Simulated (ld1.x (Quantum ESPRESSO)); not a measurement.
Pb (Z = 82): one change to a TM semilocal potential, before and after

```json
{
 "Element": "Pb",
 "Generator": "ld1.x (Quantum ESPRESSO) 7.5",
 "Type": "norm-conserving Troullier–Martins (semilocal form)",
 "Functional": "PBE",
 "Relativity": "scalar-relativistic",
 "Frozen core": "[Xe] 4f14",
 "Valence charge": "14",
 "Reference configuration": "5d10 6s2 6p0 (charge +2)",
 "Partial waves": "6s (bound): rc 1.70 bohr; 5d (bound): rc 1.45 bohr; 6p (bound, empty): rc 2.25 bohr",
 "Local potential": "the p channel",
 "Core correction": "none"
}
```

Change: wave 5d (bound): rc 1.45 bohr becomes 5d (bound): rc 1.34 bohr.

Cutoffs: the cutoffs (Ry, on a coarse ladder) from which the occupation-weighted sum of valence levels, in a spherical-Bessel basis at the reference potential, stays within 10 and 1 mRy of its value at 400 Ry; they do not see the model core or the augmentation charge, which bear on the density cutoff. Errors are all-electron minus pseudo energies relative to the spin-unpolarised reference configuration.

Task: How do hardness, ghosts and transferability respond?

Result: The potential gets harder (55 Ry and 100 Ry → 80 Ry and 100 Ry); the errors of the 7 common tests hardly move; neither file shows a bound ghost. A smaller radius makes the pseudo-wave follow the all-electron one further in, where it bends more sharply, so more plane waves are needed. A semilocal file is local in each channel, so a ghost entry of none says nothing of the separable form that plane-wave codes build from it.

```csv
quantity,base,changed
"cutoff, loose",55 Ry,80 Ry
"cutoff, tight",100 Ry,100 Ry
bound ghosts,none,none
"error for 5d10 6s2 6p2, meV [ΔE -20.02 eV]",+23,+23
"error for 5d10 6s2 6p1, meV [ΔE -13.44 eV]",+11,+11
"error for 5d10 6s1 6p0, meV [ΔE 32.41 eV]",+4.7,+4.7
"error for 5d10 6s2 6p1.5, meV [ΔE -17.53 eV]",+17,+17
"error for 5d10 6s1 6p2, meV [ΔE -3.92 eV]",+1.6,+1.5
"error for 5d10 6s1 6p3, meV [ΔE -11.28 eV]",+9.5,+9.5
"error for 5d9 6s2 6p3, meV [ΔE -0.69 eV]",-185,-184
s: phases at 2.46 bohr within 0.05 rad from the reference energy up to (Ry; the scan ends near 5),1.0,1.0
p: phases at 2.46 bohr within 0.05 rad from the reference energy up to (Ry; the scan ends near 5),2.6,2.6
d: phases at 2.46 bohr within 0.05 rad from the reference energy up to (Ry; the scan ends near 5),to the end of the scan,to the end of the scan
```
